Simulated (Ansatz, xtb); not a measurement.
# Ranking isomers of Cl2GaGeHO

3 gas-phase structures of Cl2GaGeHO, found in a search over its isomers (lower ones may exist). Each was relaxed with GFN2-xTB; where two conformers were screened, the lower at r2SCAN-D4/def2-SVP is listed:

A. a singlet given by its coordinates
B. a singlet given by its coordinates
C. `[Cl][GaH][O][Ge][Cl]`, a singlet

A (Å):

```xyz
6

Cl   -0.1675   -0.2612    2.6927
Cl    1.2323   -2.7985    0.3699
Ga   -0.4721   -1.7146    0.8019
Ge   -1.7154   -1.8689    3.5215
O    -1.6454   -2.6270    2.0339
H    -1.3524   -0.9147   -0.1618
```

Close contacts (Å): Cl1–Ga3 2.40, Cl1–Ge4 2.38, Cl2–Ga3 2.07, Ga3–O5 1.93, Ge4–O5 1.67, Ga3–H6 1.53.

B (Å):

```xyz
6

Cl   -1.5685   -0.1174   -1.4802
Cl    0.1918   -0.6498    1.3917
Ga   -3.4749   -1.6871   -0.8384
Ge    0.0656   -1.5608   -0.5711
O    -1.7450   -2.6489   -0.1983
H    -1.6247   -3.4651    0.2870
```

Close contacts (Å): Cl1–Ga3 2.55, Cl1–Ge4 2.36, Cl2–Ge4 2.17, Ga3–O5 2.08, Ge4–O5 2.15, O5–H6 0.96.

Q: Make a reasoned guess at their ranking by r2SCAN-D4/def2-SVP single-point energy.

A: Calculated order at r2SCAN-D4/def2-SVP: A (0.0), B (19.2), C (30.5) kJ/mol.

Energies above the lowest of each column, in kJ/mol:

| structure | GFN2-xTB | HF/STO-3G | r2SCAN-D4/def2-SVP |
| --- | --- | --- | --- |
| A | 52.5 | 0.0 | 0.0 |
| B | 0.0 | 238.7 | 19.2 |
| C | 78.1 | 49.7 | 30.5 |

r2SCAN-D4/def2-SVP puts A lowest; GFN2-xTB picks B. Some further structures that were screened fall inside this span and aren't listed. Flexible structures stand in one conformer each, not always the lowest. Frequencies (B3LYP/6-31G*) were run for A alone.

Programs: Ansatz 0.2.0, xtb 6.7.1 (Pople sets with spherical d functions).
